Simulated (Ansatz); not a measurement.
Geometry optimisation, Ansatz, RHF/def2-SVP.

The input (input.yaml):

```yaml
crystal:
  periodic: [false, false, false]
  atoms:
    - { symbol: W, position_ang: [0.050173, -0.007097, -0.245885] }
    - { symbol: Cl, position_ang: [0.365074, -1.155103, 1.857317] }
    - { symbol: O, position_ang: [1.859835, -0.405546, -0.380348] }
    - { symbol: H, position_ang: [2.488811, -0.763369, 0.227347] }
    - { symbol: O, position_ang: [0.144891, 1.735223, -0.994584] }
    - { symbol: H, position_ang: [-0.563484, 2.234567, -1.375411] }
    - { symbol: O, position_ang: [-1.480072, 0.602486, 0.637759] }
    - { symbol: H, position_ang: [-1.853589, 0.306822, 1.454432] }
    - { symbol: H, position_ang: [-0.812334, -1.419672, -0.35036] }
    - { symbol: O, position_ang: [-0.345699, -0.48493, -2.054585] }
    - { symbol: H, position_ang: [-0.051294, 0.17293, -2.671545] }
    - { symbol: O, position_ang: [1.285774, 1.811513, 1.98612] }
    - { symbol: H, position_ang: [2.145046, 2.195971, 1.890921] }
    - { symbol: H, position_ang: [1.374168, 1.083904, 2.622724] }
basis:
  gaussian: { orbitals: def2-SVP }
hamiltonian:
  xc: hf
relax:
  f_tol: 0.03
  max_steps: 50
```

Launched with:

```bash
$ ansatz run input.yaml --threads 4 --pin off --max-ram 5120MiB --backend cpu --events-out ev --progress --plain --runs-dir out
```

Task: Where does it end, and by what steps?

Result: The run converged. After 14 steps the energy has fallen by 0.318 eV; H13 moved furthest, 0.91 Å. Joined: W1–O12 (3.13 → 2.33 Å).

```tsv
step	energy less start (eV)	largest force component (eV/Å)	accepted
0	0.0000	1.076	yes
1	-0.0072	2.131	yes
2	-0.1008	1.317	yes
3	-0.1839	0.927	yes
4	-0.2337	1.066	yes
5	-0.2566	1.119	yes
6	-0.2553	1.012	no
7	-0.2989	0.395	yes
8	-0.3061	0.218	yes
9	-0.3112	0.111	yes
10	-0.3145	0.110	yes
11	-0.3159	0.111	yes
12	-0.3168	0.093	yes
13	-0.3173	0.058	yes
14	-0.3175	0.016	yes
```

```xyz
14
Properties=species:S:1:pos:R:3
W 0.157 0.119 -0.064
Cl 0.381 -1.286 2.028
O 1.891 -0.511 -0.287
H 2.436 -1.081 0.233
O 0.325 1.888 -0.807
H -0.202 2.267 -1.494
O -1.451 0.573 0.763
H -1.876 0.177 1.510
H -0.562 -1.351 -0.269
O -0.369 -0.246 -1.887
H -0.102 0.427 -2.496
O 1.113 1.458 1.587
H 1.418 2.328 1.368
H 1.448 1.146 2.417
```

Whether the end is a true minimum wasn't checked by a vibrational analysis.

The run took 33 s on 4 threads of Arm Neoverse V2 (shared host), peak memory 0.47 GiB.
